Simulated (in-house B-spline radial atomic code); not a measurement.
Ionising Ce+ with different functionals

Computed with a radial B-spline atomic code at the basis-set limit: four-component Dirac-Coulomb Hamiltonian, Fermi nucleus of rms radius 4.8771 fm, spin-restricted, spherical fractional occupations for the functionals, and exact exchange of hybrids averaged over the configuration. The ionisation energy is the difference of two self-consistent energies, [Xe] 4f1 5d2 → [Xe] 4f2, without Breit or QED terms; ε is the level of the shell that loses the electron (mean over j). The two configurations differ by more than the removed electron. The electron is taken from both j subshells in proportion to 2j + 1, so the result is a j average, not the step between ground levels.

```json
{"method": "B3LYP", "rung": "global hybrid", "ΔSCF (eV)": "10.10", "-ε(5d) (eV)": "8.06"}
{"method": "LC-wPBE", "rung": "range-separated hybrid", "ΔSCF (eV)": "9.69", "-ε(5d) (eV)": "10.48"}
{"method": "HSE06", "rung": "range-separated hybrid", "ΔSCF (eV)": "10.08", "-ε(5d) (eV)": "7.77"}
{"method": "CAM-B3LYP", "rung": "range-separated hybrid", "ΔSCF (eV)": "10.16", "-ε(5d) (eV)": "9.43"}
```

Question: Among the functionals, which spreads more, the ΔSCF values or the orbital energies?

Answer: The orbital energies: ΔSCF values span about 0.47 eV and the orbital energies 2.71 eV; here energy differences depend much less on the functional than eigenvalues do.

Question: How do they compare with the NIST value?

Answer: NIST lists 10.96 eV ± 0.02 (semi-empirical, ground level to ground level). Errors run from -1.26 to -0.80 eV. The correlated functionals all miss on the same side by more than they spread, so the cause is common to them (Breit-QED terms, spin polarisation, the choice among j levels, multiplet and fine-structure energies, or a listed next ion that isn't the cheapest removal here) and closeness doesn't rank the functionals.
